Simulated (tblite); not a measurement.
C₇H₁₁ (charge +1).
Structure used (GFN2-xTB), in Å, numbered top down from 1:
```
atom  x, y, z in Å
C1     1.8307   -0.0028    0.2399
C2     0.6709    0.3574   -0.6823
C3    -0.2505    1.3759    0.0036
C4    -1.1651    0.7956    0.9727
C5    -1.4914   -0.5459    0.9857
C6    -1.0363   -1.3635   -0.0293
C7    -0.1143   -0.9078   -1.0567
H8     2.4108    0.8832    0.4863
H9     2.5016   -0.7043   -0.2500
H10    1.4782   -0.4529    1.1650
H11    1.0816    0.8041   -1.5905
H12   -0.8793    1.9054   -0.7317
H13    0.3368    2.1748    0.4704
H14   -1.6484    1.4625    1.6764
H15   -2.1691   -0.9327    1.7323
H16   -1.4166   -2.3754   -0.1028
H17   -0.7186   -0.7496   -1.9658
H18    0.5702   -1.7175   -1.3347
```

The geometry is computed with GFN2-xTB (gas phase).

Masses are those of the commonest isotopes; rigid-rotor values at the optimised geometry. The values belong to one conformer with, in the numbering `[CH3:1][C@@H:2]1[CH2:3][CH:4]=[CH:5][CH+:6][CH2:7]1`, C1–C2–C3–C4 -79°, C2–C3–C4–C5 -20°, C4–C5–C6–C7 6°, C5–C6–C7–C2 20°.

Problem. What are A, B and C (GHz)?

Solution. Ia = 133.57, Ib = 178.98, Ic = 238.35 u·Å²; 505379 MHz·u·Å²/I gives 3784, 2824 and 2120 MHz, that is A = 3.7837, B = 2.8236, C = 2.1203 GHz.

Problem. What kind of rotor is it?

Solution. An asymmetric top; Ray's κ = -0.154.

Problem. What does the inertial defect say?

Solution. Not planar: Δ = Ic − Ia − Ib = -74.19 u·Å². For a rigid frame Δ = −2 Σ m c², so Σ m c² = 37.10 u·Å² lies off the ab plane: 13.37 from hydrogen and 23.72 from heavier atoms. The atom farthest from that plane is 1.74 Å away.

Problem. List the rotational levels J(Ka,Kc) to J = 4 (MHz).

Solution. Above 0(0,0):
J = 1: 1(0,1) 4944, 1(1,1) 5904, 1(1,0) 6607
J = 2: 2(0,2) 14563, 2(1,2) 15088, 2(1,1) 17199, 2(2,1) 20079, 2(2,0) 20348
J = 3: 3(0,3) 28505, 3(1,3) 28720, 3(1,2) 32870, 3(2,2) 34911, 3(2,1) 36069, 3(3,1) 41615, 3(3,0) 41685
J = 4: 4(0,4) 46626, 4(1,4) 46699, 4(1,3) 53288, 4(2,3) 54469, 4(2,2) 57267, 4(3,2) 61781, 4(3,1) 62224, 4(4,1) 70644, 4(4,0) 70659
The levels of one J sum to (2J + 1)J(J + 1)(A + B + C)/3.

Its GFN2-xTB frequencies are all real (lowest 129 cm⁻¹). Constants of a rigid frame at the computed geometry: no zero-point averaging, no centrifugal distortion.

Hardware: an Arm Neoverse N1 with one thread (shared host). Cost: 0.57 s of wall time. These figures are those of the optimisation.
